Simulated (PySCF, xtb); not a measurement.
HI2Si, SMILES I[SiH]I, multiplicity 2.

Harmonic wavenumbers (cm⁻¹) from GFN2-xTB in xtb at its own minimum, in rising order: 69, 336, 423, 506, 607, 2280.

### Question
What does B3LYP-D3(BJ)/def2-SVP (PySCF) give at its own minimum? (An estimate is asked for; the answer gives what the named calculation found.)

### Answer
79, 307, 380, 554, 692, 2151. Paired by order, the mean absolute difference is 57 cm⁻¹ and the zero-point energies are 6.0 and 6.0 kcal/mol.
